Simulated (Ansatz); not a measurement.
Molecule: dibromoborinic acid, sum formula HBOBr$_{2}$, charge 0, multiplicity 1. 
Structure (B3LYP-D3(BJ)/def2-TZVP (Ansatz, a first-principles code) minimum search):
SMILES: OB(Br)Br
```xyz
5

O     -1.7869    -0.8715     0.1166
B     -0.5858    -0.2858     0.0382
Br    -0.3974     1.6383     0.1731
Br     0.9616    -1.3908    -0.2122
H     -2.5220    -0.2592     0.2425
```
Charge 0, spin multiplicity 1.

Basis-set convergence of Hartree-Fock and MP2 correlation energies (hartree) with Ansatz. Correlated levels leave the core frozen unless marked. Spin-orbit coupling is left out. The frozen core is the preceding noble-gas configuration, with the filled d and f shells of earlier blocks. Non-relativistic.

```
basis    functions        E(HF)  E(corr, MP2)
-------  ---------  -----------  ------------
cc-pVDZ         87  -5245.04158      -0.49724
cc-pVTZ        160  -5245.22633      -0.65544
cc-pVQZ        276  -5245.23959      -0.71666
cc-pV5Z        445  -5245.24188      -0.74320
```

Extrapolating the two largest sets (X = 4 and 5) as X^-3: E(corr) = (125·(-0.74320) - 64·(-0.71666))/61 = -0.7710 Eh, an estimate of the basis-set limit. The largest set recovers 96.4 % of it, the smallest 64.5 %.
